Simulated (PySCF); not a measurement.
From one molecule to another.

First species: C5H8S.
SMILES: `C1CC1[C@@H]1CS1`

Second species: C₄H₅NOS.
InChI=1S/C4H5NOS/c1-7-4-2-3-6-5-4/h2-3H,1H3

Levels: PBE0/def2-SVPD for dipole moment, HOMO energy, LUMO energy, HOMO–LUMO gap, static isotropic polarisability and electronic spatial extent ⟨r²⟩ about the centre of nuclear charge; TDDFT PBE0/def2-SVPD for lowest singlet excitation; TDA PBE0/def2-SVPD for lowest triplet excitation (Tamm–Dancoff); GFN2-xTB for rotational constant A and rotational constant C. Geometries: GFN2-xTB. Each structure is a single optimised conformer of the isolated species, non-relativistic unless stated. Electronic properties by PySCF.

The conformers computed, where there is a choice (atom-mapped SMILES and torsion angles):
- `[CH2:1]1[CH2:2][CH:3]1[C@@H:4]1[CH2:5][S:6]1`: C2–C3–C4–C5 -112°
- `[CH3:1][S:2][c:3]1[cH:4][cH:5][o:6][n:7]1`: C1–S2–C3–C4 180°

Problem. Which of the two has the higher rotational constant C, and by how much?

Solution. The first: 1.534 GHz against 1.270 GHz, a difference of 0.264 GHz.

Problem. Which has the higher static isotropic polarisability?

Solution. The first: 76.5 au against 75.4 au, a difference of 1.1 au.

Problem. Which of the two has the higher HOMO energy, and by how much?

Solution. The first: -6.47 eV against -6.70 eV, a difference of 0.23 eV.

Problem. Which of the two has the higher T1 energy, and by how much?

Solution. The first: 4.46 eV against 4.11 eV, a difference of 0.35 eV.

Problem. Which of the two has the higher HOMO–LUMO gap, and by how much?

Solution. The first: 6.65 eV against 6.19 eV, a difference of 0.46 eV.

Problem. Which has the higher dipole moment?

Solution. The first: 2.15 D against 1.29 D, a difference of 0.86 D.

Problem. Which has the higher LUMO energy?

Solution. The first: 0.18 eV against -0.51 eV, a difference of 0.69 eV.

Problem. Which of the two has the higher ⟨r²⟩, and by how much?

Solution. The second: 894 bohr² against 802 bohr², a difference of 92 bohr².

On the first: The vertical singlet–triplet gap S1 − T1 is 0.46 eV (TDDFT singlet less Tamm–Dancoff triplet; S1: HOMO→LUMO, weight 0.97; T1: HOMO→LUMO, weight 0.94). S1 lies 1.73 eV below the HOMO–LUMO gap; its leading configuration is HOMO→LUMO, weight 0.97.

On the second: No computed singlet falls in the visible range (750 to 380 nm, 1.65 to 3.26 eV); S1 lies 2.09 eV above its blue end. The polarisability is 11.17 Å³ as a volume (1 au = 0.148185 Å³), or 1.26 au for each of the 60 electrons.
